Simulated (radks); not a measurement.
The numbers below are computed, except where a source is named.
Spin polarisation of the 2p1 shell in the nitrogen ion N2+. Start: [He] 2s2 2p(up 0.5, down 0.5); electrons of 2p are moved from spin down to spin up, other shells keep equal spins. Code: a radial shooting solver on a logarithmic mesh with Libxc functionals. Model: scalar-relativistic Kohn-Sham, LDA (Slater exchange, Perdew-Wang correlation), spin-polarised, spherical densities, point nucleus.

\begin{tabular}{lrrrr}
moment (Bohr magnetons) & E - E(0) (eV) & e(2p up) (eV) & e(2p down) (eV) & 2s down minus up (eV) \\ \hline
0 & 0.000 & -37.619 & -37.619 & 0.000 \\
0.25 & -0.036 & -37.898 & -37.319 & 0.547 \\
0.5 & -0.145 & -38.157 & -36.996 & 1.098 \\
0.75 & -0.327 & -38.396 & -36.647 & 1.654 \\
1 & -0.582 & -38.616 & -36.272 & 2.220 \\
\end{tabular}

At moment 1 the spin-polarisation energy is -0.582 eV and the 2p exchange splitting 2.345 eV, that is 2.345 eV per Bohr magneton; E = -I m^2/4 would give I = 2.330 eV.
